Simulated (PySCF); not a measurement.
Compound: C8H12N2.
Atom-mapped SMILES: `[CH3:1][CH2:2][c:3]1[n:4][n:5][cH:6][c:7]([CH3:8])[c:9]1[CH3:10]`

Geometry (GFN2-xTB, Å), atoms numbered from 1 in this order:
```
atom  x, y, z in Å
C1     2.840   -0.248    0.175
C2     1.932   -0.480   -1.034
C3     0.526   -0.775   -0.599
N4     0.194   -2.055   -0.653
N5    -0.975   -2.470   -0.273
C6    -1.859   -1.612    0.188
C7    -1.618   -0.240    0.284
C8    -2.657    0.690    0.818
C9    -0.368    0.208   -0.137
C10   -0.033    1.665   -0.082
H11    2.827   -1.124    0.820
H12    3.863   -0.075   -0.151
H13    2.512    0.611    0.755
H14    2.290   -1.346   -1.590
H15    1.956    0.389   -1.695
H16   -2.807   -2.036    0.493
H17   -2.959    1.405    0.052
H18   -2.265    1.255    1.663
H19   -3.534    0.136    1.142
H20    0.892    1.888   -0.604
H21    0.069    1.983    0.956
H22   -0.836    2.250   -0.528
```

NICS = −σ at a ghost point: NICS(0) at the centroid of the ring atoms, NICS(1) 1 Å to either side along the normal of their mean plane, zz for the tensor component along that normal. Level: GIAO PBE0/pcSseg-1 (PySCF, non-relativistic, gas phase) on the GFN2-xTB geometry, one conformer.

Ring bond lengths (Å), with Mayer bond orders in brackets: C3–N4 1.324 (1.51), N4–N5 1.297 (1.32), N5–C6 1.316 (1.53), C6–C7 1.396 (1.34), C7–C9 1.394 (1.40), C9–C3 1.406 (1.24).

Problem. Give the NICS values of each ring in ppm.

Solution. 
```json
{"ring": "C3–N4–N5–C6–C7–C9", "type": "6-membered ring with 2 N; formal bonds all aromatic", "NICS(0)": "-5.6", "NICS(1), two faces": "-11.3 / -11.3", "NICS(1)zz, two faces": "-26.4 / -26.7", "rms pucker (Å)": "0.00", "centre to ring atoms, mean (Å)": "1.35"}
```

Problem. What can be read from them?

Solution. 
- C3–N4–N5–C6–C7–C9: mean NICS(1)zz -26.6 ppm, shielded. The ring is flat and has no four-coordinate atom; by the NICS criterion it is aromatic. NICS(0) lies 6 ppm above the mean NICS(1).

Problem. What does the geometric index give? Use HOMA with the parameters of Krygowski (1993).

Solution. 
- C3–N4–N5–C6–C7–C9: HOMA 0.97; the largest term is that of C9–C3, α(R − Ropt)² = 0.08. The geometric and the magnetic index point the same way.

Problem. Give the inner angles of the rings and the Hirshfeld charges of the ring atoms.

Solution. 
- C3–N4–N5–C6–C7–C9: C3 122.0° (+0.059 e), N4 121.6° (-0.112 e), N5 120.0° (-0.119 e), C6 123.3° (-0.004 e), C7 116.8° (+0.011 e), C9 116.4° (+0.011 e); sum 720.0° against 720° for a flat convex ring.

Problem. What are the shieldings of the ring atoms and their hydrogens in the same run (means over atoms taken as equivalent)?

Solution. 
```json
{"atoms": "C3", "environment": "substituted aromatic carbon", "σ isotropic (ppm)": "20.8"}
{"atoms": "N4", "environment": "pyridine-type nitrogen", "σ isotropic (ppm)": "-182.4"}
{"atoms": "N5", "environment": "pyridine-type nitrogen", "σ isotropic (ppm)": "-189.3"}
{"atoms": "C6", "environment": "aromatic CH next to a ring nitrogen", "σ isotropic (ppm)": "31.5"}
{"atoms": "C7", "environment": "substituted aromatic carbon", "σ isotropic (ppm)": "47.2"}
{"atoms": "C9", "environment": "substituted aromatic carbon", "σ isotropic (ppm)": "49.8"}
{"atoms": "H16", "environment": "aromatic hydrogen", "σ isotropic (ppm)": "22.52"}
```
